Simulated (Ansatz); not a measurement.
The cluster Mg4O4⁻. Charge -1, multiplicity 2. Geometry PBE-D4/def2-SVP, that of the neutral singlet; atoms count from 1.

```csv
atom,x (Å),y (Å),z (Å)
Mg1,-0.1353,0.4070,2.1962
Mg2,0.3431,-2.1703,0.4233
Mg3,-0.3430,2.1703,-0.4233
Mg4,0.1353,-0.4070,-2.1963
O5,0.1661,-1.4080,2.0917
O6,0.3818,-2.0581,-1.4157
O7,-0.1656,1.4081,-2.0917
O8,-0.3822,2.0580,1.4157
```

The highest occupied level of the charge -1 doublet lies above zero (up to 0.34 eV). By energy differences its removal costs 0.76 eV (vertical, to the charge 0 singlet, at PBE0-D4/def2-TZVPD); a positive level beside a positive removal energy at the same level points to self-interaction error. The structure comes from a short search, and lower isomers may exist.

**Question.** Estimate the Mulliken populations from the PBE0/def2-TZVPD orbitals of Ansatz.

**Answer.** 
```csv
atom,charge (e),spin (α − β)
Mg1,0.37,0.48
Mg2,0.37,0.48
Mg3,0.37,0.48
Mg4,0.37,0.48
O5,-0.62,-0.23
O6,-0.62,-0.23
O7,-0.62,-0.23
O8,-0.62,-0.23
```
Mulliken values and Mayer orders depend strongly on the basis. With diffuse functions, as here, like atoms can get unlike values, and bond orders can come out too low or too high.

**Question.** Where does the spin sit?

**Answer.** Summed by element: Mg 1.94, O -0.94, of 1 unpaired in all. Largest on single atoms: Mg3 0.48, Mg2 0.48, Mg4 0.48.

**Question.** And the Mayer bond orders between bonded heavy atoms (over 0.3)?

**Answer.** Mg1–Mg2 0.36 (3.16 Å); Mg1–Mg3 0.36 (3.16 Å); Mg1–O5 0.50 (1.84 Å); Mg1–O8 0.50 (1.84 Å); Mg2–Mg4 0.36 (3.16 Å); Mg2–O5 0.50 (1.84 Å); Mg2–O6 0.50 (1.84 Å); Mg3–Mg4 0.36 (3.16 Å); Mg3–O7 0.50 (1.84 Å); Mg3–O8 0.50 (1.84 Å); Mg4–O6 0.50 (1.84 Å); Mg4–O7 0.50 (1.84 Å). Values over 0.3 also appear between atoms too far apart for a bond (Mg1–Mg4 0.42 at 4.48 Å; Mg2–Mg3 0.42 at 4.48 Å); they arise where an orbital or an unpaired electron spreads over both atoms.
